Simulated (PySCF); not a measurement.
**Ionising CaH**

PBE; basis Ca aug-pcseg-1, H aug-pcseg-1; no relativity; PySCF 2.14. Neutral (UKS): doublet (σ ↑), Re = 1.980 Å, ωe = 1264 cm⁻¹, De = 1.97 eV, HOMO -3.40 eV, LUMO -2.57 eV.

CaH⁺ (UKS): singlet (closed shell), Re = 1.874 Å, ωe = 1476 cm⁻¹, De = 2.41 eV to Ca⁺ + H. The energies at the minima are -677.82621 hartree for CaH and -677.61921 for CaH⁺.

Task: Work out the adiabatic ionisation energy, without and with harmonic zero-point energies (1 hartree = 27.2114 eV, 1 eV = 8065.5 cm⁻¹), and the change of the bond length.

Result: At PBE: 0.20700 hartree = 5.633 eV between the minima; the zero-point term (1476.0 − 1264.0)/2 cm⁻¹ = +0.013 eV makes it 5.646 eV. Re changes by -10.6 pm against the neutral. The electron leaves a σ orbital, and the shorter bond of the ion fits an antibonding orbital, or a change in how ionic the bond is.

For an ion De counts to the pair picked by the measured ionisation energies or electron affinities, which need not be the lowest pair at this level. States were picked by a PBE0 search and need not be the measured ground states.
